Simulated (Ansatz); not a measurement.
PBE exchange is replaced step by step with exact exchange (0 % is PBE, 25 % PBE0; no dispersion term), basis def2-TZVPD, Ansatz. System: the cluster CoO₂⁻. Total charge -1; singlet. Geometry: r2SCAN-D4/def2-TZVPD.

Geometry of the singlet:

```xyz
3

Co    0.000    0.000    0.000
O     0.878    0.247   -1.316
O    -0.878   -0.247    1.316
```

At PBE-D4/def2-TZVPD, PBE0-D4/def2-TZVPD the restricted singlet is unstable: a solution with broken spin symmetry lies lower. At PBE-D4/def2-TZVPD, PBE with 5 % exact exchange/def2-TZVPD the highest occupied level of the charge -1 singlet lies above zero (up to 0.45 eV). Its loss leaves the charge 0 doublet, which lies 2.78 eV higher (vertical, at PBE-D4/def2-TZVPD), but this difference is unsure: the doublet is doubtful (geometry relaxed on an unsound state). The restricted singlet is unstable towards broken spin symmetry at other levels; at PBE with 5 % exact exchange/def2-TZVPD, PBE with 10 % exact exchange/def2-TZVPD, PBE with 15 % exact exchange/def2-TZVPD, PBE with 35 % exact exchange/def2-TZVPD and others this wasn't settled. The geometry of the singlet was relaxed on an unsound state (restricted singlet, unstable towards broken spin symmetry). The order of the spin states hangs on the level: the quintet lies 0.78 eV below the singlet at PBE0-D4/def2-TZVPD, but 0.36 eV above it at PBE-D4/def2-TZVPD. The singlet is doubtful at PBE0-D4/def2-TZVPD (restricted singlet, unstable towards broken spin symmetry). The singlet is doubtful at PBE-D4/def2-TZVPD (restricted singlet, unstable towards broken spin symmetry). The structure comes from a short search, and lower isomers may exist.

| exact exchange (%) | HOMO (eV) | LUMO (eV) | gap (eV) |
| --- | --- | --- | --- |
| 0 | 0.45 | 1.28 | 0.84 |
| 5 | 0.15 | 1.55 | 1.40 |
| 10 | -0.16 | 1.83 | 1.99 |
| 15 | -0.49 | 2.11 | 2.60 |
| 25 | -1.19 | 2.69 | 3.88 |
| 35 | -1.95 | 3.28 | 5.23 |
| 50 | -3.16 | 4.21 | 7.38 |
